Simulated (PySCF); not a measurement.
**Computed vibrations of [Hf(NH2)3]+**

[Hf(NH2)3]+ (singlet). PySCF 2.14.0, RKS PBE0, Hf def2-SVP with ECP60, N def2-SVP, H def2-SVP; non-relativistic Hamiltonian with scalar-relativistic core potentials where named; density fitting; no spin-orbit coupling. Central differences of gradients.

```xyz
10

Hf    0.0000    0.0000    0.0000
N     2.0193    0.0000    0.0000
H     2.6420    0.0000    0.8119
H     2.6420    0.0000   -0.8119
N    -1.0097    1.7488    0.0000
H    -1.3210    2.2880    0.8119
H    -1.3210    2.2880   -0.8119
N    -1.0097   -1.7488    0.0000
H    -1.3210   -2.2880    0.8119
H    -1.3210   -2.2880   -0.8119
```

Run from Python with OMP_NUM_THREADS=2. Where DIIS fails, smearing, a level shift and second-order steps follow.
It took 41 s on 2 threads of Arm Neoverse V1, on a shared host.

Q: What are the harmonic wavenumbers and infrared intensities?

A: Modes are labelled in D3h; negative numbers are unstable modes, those under 60 cm⁻¹ near the noise; a finer grid moves soft modes by up to 10 cm⁻¹.
```csv
cm⁻¹,km/mol,symmetry
-735,–,e''
-735,–,e''
-632,–,a1''
-227,–,a2''
168,1.8,e'
168,1.8,e'
356,170.9,a2''
364,0.0,e''
364,0.0,e''
467,0.0,a2'
520,367.9,e'
520,367.9,e'
655,174.3,e'
655,174.3,e'
679,0.0,a1'
1494,107.8,e'
1494,107.8,e'
1494,0.0,a1'
3523,288.2,e'
3523,288.2,e'
3529,0.0,a1'
3589,237.0,a2''
3589,0.0,e''
3589,0.0,e''
```

Q: Is this a minimum?

A: No: 4 unstable; the lowest moves the atoms so:
```
Hf   0.00  0.00  0.00
N    0.00  0.00  0.03
H    0.04 -0.33  0.00
H   -0.04  0.33  0.00
N    0.00  0.00 -0.03
H    0.23  0.09  0.00
H   -0.23 -0.09  0.00
N    0.00  0.00  0.00
H    0.49 -0.29  0.00
H   -0.49  0.29  0.00
```
